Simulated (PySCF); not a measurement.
Bi(Br)(SiH3)2 (BiBrH6Si2), SMILES [SiH3][Bi]([SiH3])[Br].

Geometry optimised at B3LYP-D3(BJ)/def2-SVP. The def2 effective core potentials stand for the cores of Bi; spin–orbit coupling is left out.

Method: TDDFT-ωB97X/def2-SVPD (PySCF).

Vertical excitations.  State labels are in the subgroup Cs.

Task: Give excitation energies, oscillator strengths and character. (An estimate is asked for; the answer gives what the named calculation found.)

Result: 
```json
[
 {"state": "S1", "symmetry": "A'", "energy (eV)": "3.68", "λ (nm)": "337", "f": "0.007", "main pairs": "HOMO→LUMO 98 %"},
 {"state": "S2", "symmetry": "A\"", "energy (eV)": "3.98", "λ (nm)": "312", "f": "0.003", "main pairs": "HOMO−1→LUMO 98 %"},
 {"state": "S3", "symmetry": "A'", "energy (eV)": "5.13", "λ (nm)": "242", "f": "0.008", "main pairs": "HOMO−2→LUMO 92 %"},
 {"state": "S4", "symmetry": "A\"", "energy (eV)": "5.27", "λ (nm)": "235", "f": "0.000", "main pairs": "HOMO−3→LUMO 93 %"},
 {"state": "S5", "symmetry": "A\"", "energy (eV)": "5.53", "λ (nm)": "224", "f": "0.023", "main pairs": "HOMO→LUMO+2 68 %, HOMO−1→LUMO+1 21 %"},
 {"state": "S6", "symmetry": "A'", "energy (eV)": "5.55", "λ (nm)": "223", "f": "0.078", "main pairs": "HOMO→LUMO+1 82 %"},
 {"state": "S7", "symmetry": "A\"", "energy (eV)": "6.09", "λ (nm)": "204", "f": "0.462", "main pairs": "HOMO−1→LUMO+1 71 %, HOMO→LUMO+2 21 %"},
 {"state": "S8", "symmetry": "A'", "energy (eV)": "6.15", "λ (nm)": "202", "f": "0.215", "main pairs": "HOMO−1→LUMO+2 74 %"},
 {"state": "S9", "symmetry": "A'", "energy (eV)": "6.51", "λ (nm)": "190", "f": "0.344", "main pairs": "HOMO−4→LUMO 71 %"},
 {"state": "S10", "symmetry": "A'", "energy (eV)": "6.81", "λ (nm)": "182", "f": "0.122", "main pairs": "HOMO→LUMO+3 57 %, HOMO→LUMO+4 16 %"},
 {"state": "T1", "symmetry": "A'", "energy (eV)": "3.22", "λ (nm)": "385", "f": "0", "main pairs": "HOMO→LUMO 96 %"},
 {"state": "T2", "symmetry": "A\"", "energy (eV)": "3.60", "λ (nm)": "344", "f": "0", "main pairs": "HOMO−1→LUMO 96 %"},
 {"state": "T3", "symmetry": "A'", "energy (eV)": "4.61", "λ (nm)": "269", "f": "0", "main pairs": "HOMO−2→LUMO 84 %"},
 {"state": "T4", "symmetry": "A\"", "energy (eV)": "4.71", "λ (nm)": "263", "f": "0", "main pairs": "HOMO→LUMO+2 70 %, HOMO−1→LUMO+1 12 %"}
]
```
Triplets are in the Tamm–Dancoff approximation, which puts them higher than full response would, so one can lie above its singlet here.
